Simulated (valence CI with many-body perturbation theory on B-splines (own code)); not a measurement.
**E1 line list for Ir⁷²⁺**

Computed by configuration interaction combined with many-body perturbation theory (CI+MBPT): three valence electrons over a frozen Dirac-Fock core [He], a basis of 11 s, 11 p, 9 d, 7 f, 5 g, 2 h, 1 i functions for each j, with the one-electron correlation potential Σ1, the two-electron term Σ2, the three-electron term Σ3, Breit, model QED; selected CI, second order for the rest (own B-spline code, finite nucleus).

No measured spectrum was set against this ion. As an estimate, large intervals hold to a few tenths of a per cent, small ones and those within an open d or f shell to about a per cent.

Lines 101 to 150 of 290 in falling wavelength, among levels below 1088.6 Ry, chosen from the strongest by gf and those to the six lowest levels. Wavelengths and rates use the calculated energies. Electric multipoles are in the length gauge, E1 and E2 with the static RPA response of the core. Weak lines are less certain than strong ones. Lines between different terms over intervals too small for the method are left out, as are lines whose strength nearly cancels. The highest levels of a list are the least certain.

Levels are named by their leading jj configuration (3d3/2^4 stands for four electrons in 3d with j = 3/2), which in mixed levels can hold well under half, so a name can repeat and another be missing. Letters in brackets count levels of one name in rising energy.

| λ vac (nm) | Upper | Lower | A (s⁻¹) | S (a.u.) with core polarisation | S without |
| --- | --- | --- | --- | --- | --- |
| 0.5998 | (2s 2p3/2 3p3/2) J=3/2 [b] | (2s^2 3p3/2) J=3/2 | 1.69e+13 | 7.21e-03 | 7.22e-03 |
| 0.5996 | (2s 2p3/2 3s) J=3/2 [b] | (2s^2 3s) J=1/2 | 1.67e+13 | 7.11e-03 | 7.12e-03 |
| 0.5995 | (2s 2p3/2 3d3/2) J=1/2 [b] | (2s^2 3d3/2) J=3/2 | 1.80e+13 | 3.82e-03 | 3.83e-03 |
| 0.5990 | (2p1/2 2p3/2 3d5/2) J=5/2 [a] | (2s 2p1/2 3d5/2) J=5/2 [a] | 4.67e+12 | 2.97e-03 | 2.98e-03 |
| 0.5989 | (2s 2p3/2 3d5/2) J=3/2 [b] | (2s^2 3d5/2) J=5/2 | 1.37e+13 | 5.79e-03 | 5.80e-03 |
| 0.5986 | (2p1/2 2p3/2 3s) J=3/2 [a] | (2s 2p1/2 3s) J=1/2 [a] | 1.02e+13 | 4.33e-03 | 4.34e-03 |
| 0.5985 | (2s 2p3/2 3p3/2) J=1/2 [b] | (2s^2 3p3/2) J=3/2 | 1.65e+13 | 3.49e-03 | 3.50e-03 |
| 0.5960 | (2s 2p1/2 2p3/2) J=1/2 | (2s^2 2p1/2) J=1/2 | 1.88e+13 | 3.94e-03 | 3.94e-03 |
| 0.5954 | (2s 2p1/2 2p3/2) J=3/2 [b] | (2s^2 2p1/2) J=1/2 | 1.74e+13 | 7.23e-03 | 7.24e-03 |
| 0.5951 | (2p1/2 2p3/2^2) J=3/2 | (2s 2p1/2 2p3/2) J=5/2 | 1.47e+12 | 6.13e-04 | 6.14e-04 |
| 0.5937 | (2p1/2 2p3/2^2) J=1/2 | (2s 2p1/2 2p3/2) J=3/2 [b] | 1.92e+13 | 3.97e-03 | 3.97e-03 |
| 0.5932 | (2p1/2 2p3/2^2) J=1/2 | (2s 2p1/2 2p3/2) J=1/2 | 9.07e+12 | 1.87e-03 | 1.87e-03 |
| 0.5926 | (2p1/2^2 2p3/2) J=3/2 | (2s 2p1/2^2) J=1/2 | 1.30e+13 | 5.33e-03 | 5.34e-03 |
| 0.5918 | (2s 2p3/2^2) J=1/2 | (2s^2 2p3/2) J=3/2 | 1.47e+13 | 3.01e-03 | 3.01e-03 |
| 0.5917 | (2s 2p3/2^2) J=3/2 | (2s^2 2p3/2) J=3/2 | 2.75e+13 | 1.12e-02 | 1.12e-02 |
| 0.5887 | (2p1/2 2p3/2^2) J=5/2 | (2s 2p1/2 2p3/2) J=5/2 | 1.26e+13 | 7.61e-03 | 7.62e-03 |
| 0.5835 | (2p1/2 2p3/2^2) J=3/2 | (2s 2p1/2 2p3/2) J=3/2 [a] | 1.36e+13 | 5.33e-03 | 5.34e-03 |
| 0.5773 | (2p1/2 2p3/2^2) J=5/2 | (2s 2p1/2 2p3/2) J=3/2 [a] | 2.73e+11 | 1.56e-04 | 1.56e-04 |
| 0.5760 | (2p3/2^3) J=3/2 | (2s 2p3/2^2) J=5/2 | 7.53e+12 | 2.84e-03 | 2.85e-03 |
| 0.5612 | (2p1/2 2p3/2^2) J=1/2 | (2s 2p1/2 2p3/2) J=3/2 [a] | 2.48e+11 | 4.33e-05 | 4.34e-05 |
| 0.1267 | (2s 2p1/2 3s) J=1/2 [a] | (2s 2p1/2 2p3/2) J=1/2 | 1.21e+13 | 2.42e-05 | 2.42e-05 |
| 0.1264 | (2s^2 3p1/2) J=1/2 | (2s 2p1/2 2p3/2) J=3/2 [a] | 2.35e+12 | 4.69e-06 | 4.68e-06 |
| 0.1263 | (2s 2p1/2 3s) J=3/2 | (2s 2p1/2 2p3/2) J=1/2 | 7.27e+12 | 2.89e-05 | 2.89e-05 |
| 0.1259 | (2p1/2 2p3/2 3s) J=5/2 | (2p1/2 2p3/2^2) J=5/2 | 1.35e+14 | 7.97e-04 | 7.96e-04 |
| 0.1259 | (2s 2p1/2 3s) J=1/2 [b] | (2s 2p1/2 2p3/2) J=1/2 | 1.07e+14 | 2.11e-04 | 2.10e-04 |
| 0.1258 | (2p1/2 2p3/2 3s) J=3/2 [b] | (2p1/2 2p3/2^2) J=5/2 | 1.99e+14 | 7.81e-04 | 7.80e-04 |
| 0.1253 | (2s 2p1/2 3s) J=3/2 | (2s 2p1/2 2p3/2) J=5/2 | 2.19e+14 | 8.50e-04 | 8.49e-04 |
| 0.1253 | (2s 2p3/2 3s) J=5/2 | (2s 2p3/2^2) J=5/2 | 1.38e+14 | 8.06e-04 | 8.05e-04 |
| 0.1252 | (2s 2p1/2 3s) J=1/2 [a] | (2s 2p1/2 2p3/2) J=3/2 [a] | 2.52e+14 | 4.87e-04 | 4.86e-04 |
| 0.1250 | (2s^2 3s) J=1/2 | (2s^2 2p3/2) J=3/2 | 2.84e+14 | 5.47e-04 | 5.46e-04 |
| 0.1249 | (2s 2p3/2 3s) J=3/2 [a] | (2s 2p3/2^2) J=5/2 | 2.14e+14 | 8.24e-04 | 8.23e-04 |
| 0.1248 | (2s 2p1/2 3s) J=3/2 | (2s 2p1/2 2p3/2) J=3/2 [a] | 1.78e+13 | 6.81e-05 | 6.80e-05 |
| 0.1244 | (2s 2p1/2 3s) J=1/2 [b] | (2s 2p1/2 2p3/2) J=3/2 [a] | 4.02e+12 | 7.64e-06 | 7.63e-06 |
| 0.1207 | (2s 2p1/2 3p1/2) J=1/2 [b] | (2s^2 2p3/2) J=3/2 | 2.01e+12 | 3.49e-06 | 3.48e-06 |
| 0.1187 | (2s 2p1/2 3d3/2) J=3/2 [a] | (2s 2p1/2 2p3/2) J=1/2 | 1.10e+13 | 3.64e-05 | 3.64e-05 |
| 0.1182 | (2p1/2 2p3/2 3d3/2) J=5/2 [a] | (2p1/2 2p3/2^2) J=5/2 | 1.47e+14 | 7.18e-04 | 7.19e-04 |
| 0.1182 | (2p1/2^2 3d3/2) J=3/2 | (2p1/2^2 2p3/2) J=3/2 | 3.15e+14 | 1.03e-03 | 1.03e-03 |
| 0.1181 | (2s 2p1/2 3d3/2) J=3/2 [b] | (2s 2p1/2 2p3/2) J=1/2 | 3.30e+13 | 1.07e-04 | 1.07e-04 |
| 0.1180 | (2s 2p1/2 3d3/2) J=1/2 | (2s 2p1/2 2p3/2) J=1/2 | 1.63e+14 | 2.65e-04 | 2.65e-04 |
| 0.1180 | (2p1/2 2p3/2 3d3/2) J=3/2 [a] | (2p1/2 2p3/2^2) J=3/2 | 1.85e+14 | 6.00e-04 | 6.01e-04 |
| 0.1178 | (2p1/2 2p3/2 3d3/2) J=3/2 [b] | (2p1/2 2p3/2^2) J=5/2 | 2.57e+14 | 8.29e-04 | 8.29e-04 |
| 0.1178 | (2s 2p1/2 3d3/2) J=3/2 [a] | (2s 2p1/2 2p3/2) J=5/2 | 8.05e+12 | 2.60e-05 | 2.60e-05 |
| 0.1174 | (2s 2p1/2 3d3/2) J=5/2 | (2s 2p1/2 2p3/2) J=5/2 | 3.03e+14 | 1.45e-03 | 1.46e-03 |
| 0.1173 | (2s 2p1/2 3d3/2) J=3/2 [a] | (2s 2p1/2 2p3/2) J=3/2 [a] | 1.56e+14 | 4.96e-04 | 4.96e-04 |
| 0.1173 | (2s 2p3/2 3d3/2) J=5/2 [a] | (2s 2p3/2^2) J=5/2 | 1.66e+14 | 7.96e-04 | 7.96e-04 |
| 0.1172 | (2s 2p3/2 3d3/2) J=3/2 [a] | (2s 2p3/2^2) J=5/2 | 2.96e+14 | 9.41e-04 | 9.42e-04 |
| 0.1172 | (2s 2p1/2 3d3/2) J=3/2 [b] | (2s 2p1/2 2p3/2) J=5/2 | 7.13e+13 | 2.27e-04 | 2.27e-04 |
| 0.1171 | (2s^2 3d3/2) J=3/2 | (2s^2 2p3/2) J=3/2 | 3.26e+14 | 1.03e-03 | 1.03e-03 |
| 0.1170 | (2s 2p1/2 3d5/2) J=5/2 [a] | (2s 2p1/2 2p3/2) J=3/2 [b] | 1.89e+14 | 8.96e-04 | 8.97e-04 |
| 0.1170 | (2s 2p3/2 3d5/2) J=5/2 [a] | (2s 2p3/2^2) J=3/2 | 2.25e+14 | 1.07e-03 | 1.07e-03 |
